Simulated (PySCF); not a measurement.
# Energy profile

The step: SiH₄O ([OH][SiH3]) + CH₄ → CH₆OSi ([CH3][SiH2][OH]) + H₂; bonds formed: Si1–C7, H2–H6; bonds broken: Si1–H2, H6–C7 (atoms numbered as in the saddle structure below).

```tsv
atom	x (Å)	y (Å)	z (Å)
Si1	-0.3558	0.5226	0.4868
H2	0.0171	-0.8250	1.4176
H3	-0.2653	1.5508	-0.6158
H4	-1.8008	0.2582	0.6755
O5	0.5644	1.3210	1.6068
H6	0.1468	-1.0074	0.3357
C7	0.1716	-0.8965	-1.0510
H8	0.8098	2.2012	1.3050
H9	1.0816	-0.4522	-1.4533
H10	-0.6783	-0.6875	-1.7003
H11	0.3091	-1.9851	-1.0071
```

Electronic energies by CCSD(T) at an estimated basis limit (MP2 extrapolated from triple and quadruple zeta, plus CCSD(T) − MP2 in triple zeta), on PBE0-D4/def2-TZVP structures; CH₈OSi, closed shell; no counterpoise correction. PySCF 2.14 with density fitting (its default auxiliary sets; JK sets also for MP2 and CCSD(T)); basis: def2-TZVPP and def2-QZVPP; cores frozen in the correlated methods. Extrapolation: Hartree–Fock as exp(−7.88 √X), correlation as X^−2.97.

**Question.** Give the profile in kcal/mol, counted from the separated reactants. (Judge from chemistry; the value comes from the calculation.)

**Answer.** Computed:
```
                                                                                                               point  kcal/mol
     separated: SiH₄O (linked as [OH][SiH3]; Si1, H2, H3, H4, O5, H8; singlet) + CH₄ (H6, C7, H9, H10, H11; singlet)      0.00
                                                                                                     start structure     -1.03
                                                                                                              saddle     71.55
                                                                                                       end structure      3.43
separated: CH₆OSi (linked as [CH3][SiH2][OH]; Si1, H3, H4, O5, C7, H8, H9, H10, H11; singlet) + H₂ (H2, H6; singlet)      4.16
```

T1 diagnostic: at most 0.012.

For scale, one of the runs: CCSD(T)/def2-TZVPP, 216 basis functions, launched by `OMP_NUM_THREADS=4 python run.py`. Time: 2.2 min of wall clock on 4 CPU threads of an AMD EPYC 9R45; the host was shared. Peak host memory: 3 GiB.
